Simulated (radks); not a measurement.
Results of a calculation; reference values are marked as such.
Problem. Radial electron density D(r) = 4 pi r^2 rho(r) of an atom or ion with 23 electrons. Code: a radial shooting solver on a logarithmic mesh with Libxc functionals. Model: scalar-relativistic Kohn-Sham, Slater X-alpha with alpha = 0.874, spin-unpolarised, spherical densities, finite nucleus; Fermi nuclear charge, rms radius of each element as measured or else 0.836 A^(1/3) + 0.57 fm.

```
   r/bohr * D(r) (the largest magnitude, 31.7, reaches the edge; | marks zero)
  0.00303 | *
 0.003444 | *
 0.003883 |  *
 0.004413 |  *
 0.004976 |   *
 0.005656 |    *
 0.006377 |      *
 0.007247 |       *
 0.008171 |         *
 0.009287 |           *
  0.01047 |             *
   0.0119 |                *
  0.01342 |                   *
  0.01525 |                       *
   0.0172 |                          *
  0.01954 |                               *
  0.02204 |                                  *
  0.02504 |                                       *
  0.02824 |                                          *
  0.03209 |                                             *
  0.03618 |                                                *
  0.04113 |                                                 *
  0.04637 |                                                 *
   0.0527 |                                                *
  0.05942 |                                              *
  0.06753 |                                           *
  0.07614 |                                        *
  0.08654 |                                      *
  0.09758 |                                      *
   0.1109 |                                      *
    0.125 |                                         *
   0.1421 |                                             *
   0.1602 |                                                 *
   0.1821 |                                                     *
   0.2053 |                                                      *
   0.2334 |                                                    *
   0.2631 |                                               *
   0.2991 |                                       *
   0.3372 |                               *
   0.3832 |                        *
   0.4321 |                   *
   0.4911 |                  *
   0.5537 |                  *
   0.6293 |                     *
   0.7096 |                       *
   0.8064 |                       *
   0.9093 |                     *
    1.033 |                  *
    1.165 |              *
    1.324 |          *
    1.493 |       *
    1.697 |    *
    1.913 |  *
    2.175 | *
    2.452 |*
    2.787 |*
    3.142 *
    3.571 *
    4.026 *
    4.576 *
     5.16 *
```

What is the nuclear charge?

Solution. Z = 24. The innermost maximum, from 1s, lies near gamma/Z bohr with gamma = sqrt(1 - (Z/c)^2) = 0.985, here 0.041 bohr (found: 0.0442), and its height grows with Z. The density is that of the chromium ion Cr+ in [Ar] 3d5; the configuration itself is not fixed sharply by these data, and Z only to about a unit. D(r) has 3 maxima, at r = 0.0442, 0.204, 0.775 bohr, and minima at 0.0976, 0.495 bohr, inside which lie 2.12, 10.61 electrons.
